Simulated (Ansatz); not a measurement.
Saddle point of BH$_{3}$SeSF$_{2}$, singlet (BHSF₂ ([F][B]([F])[SH]) + H₂Se → BHSeF₂ ([F][B]([F])[SeH]) + H₂S; bonds formed: B1–Se6, S2–H5; bonds broken: B1–S2, H5–Se6), PBE0-D4/def2-TZVP structure:

```
8
angstrom
B -0.5861 0.0610 -0.5739
S 1.3840 0.4811 -0.7145
F -0.8867 -1.0073 -1.3255
F -1.3378 1.1649 -0.7038
H 0.9609 -0.0249 0.8162
Se -0.5463 -0.5195 1.5764
H 1.2380 1.7632 -0.3402
H -0.2260 -1.9184 1.2655
```

Energies are electronic, without zero-point energy. Barriers and step energies count from the start structure reached by relaxing down the imaginary mode; all methods use the PBE0-D4 structures, on which another method's saddle can fall below an end. Computed with Ansatz 0.2.0 (basis: def2-TZVPP, with def2-QZVPP for the basis limit); correlated methods freeze the cores. Filled d shells of the heavier atoms are correlated. The def2 sets are not built for correlating such inner shells, so the correlated values are less sure here. B3LYP uses VWN-RPA correlation. Extrapolation: Hartree–Fock as exp(−7.88 √X), correlation as X^−2.97.

| method | barrier (kJ/mol) | step energy (kJ/mol) |
| --- | --- | --- |
| SPW92 | 33.9 | 8.6 |
| PBE-D4 | ? | 7.8 |
| BLYP-D4 | 87.7 | 7.8 |
| r2SCAN-D4 | 79.7 | 8.4 |
| B97M-V | 107.5 | 11.8 |
| PBE0-D4 | 83.3 | 8.2 |
| B3LYP-D4 | 102.6 | 8.2 |
| r2SCAN0-D4 | 93.5 | 8.4 |
| BHLYP-D4 | 128.0 | 8.5 |
| CAM-B3LYP-D4 | 115.0 | 9.0 |
| wB97X-V | 113.2 | 8.3 |
| wB97M-V | 110.4 | 8.1 |
| B2PLYP | 109.8 | 7.7 |
| PBE-QIDH | 98.4 | 7.5 |
| RPA on PBE | ? | 5.5 |
| HF | ? | 9.8 |
| MP2 | 99.0 | 5.5 |
| CCSD | 128.0 | 6.8 |
| CCSD(T) | 112.4 | 6.5 |

Q: Fill in the withheld barriers. (An estimate is asked for; the value comes from the calculation.)

A: Computed: HF 195.1; PBE-D4 63.5; RPA on PBE 109.7 kJ/mol. Each is the energy of the saddle less that of the start structure, by the same method.

For comparison, the barrier by CCSD(T) at an estimated basis limit (MP2 extrapolated from triple and quadruple zeta, plus CCSD(T) − MP2 in triple zeta) is 107.7 kJ/mol.

The T1 diagnostic stays at or below 0.012.

Labels in which every atom is bracketed show which atoms are joined, not bond orders.

For scale, one of the runs: CCSD(T)/def2-TZVPP, 225 basis functions, launched by `ansatz run in.yaml --threads 8 --pin off --events-out ev --progress --plain --max-ram 19148MiB`. Hardware: 8 CPU threads of an Intel Xeon Platinum 8259CL, shared host. Wall time 70 s; peak host memory 3.9 GiB.
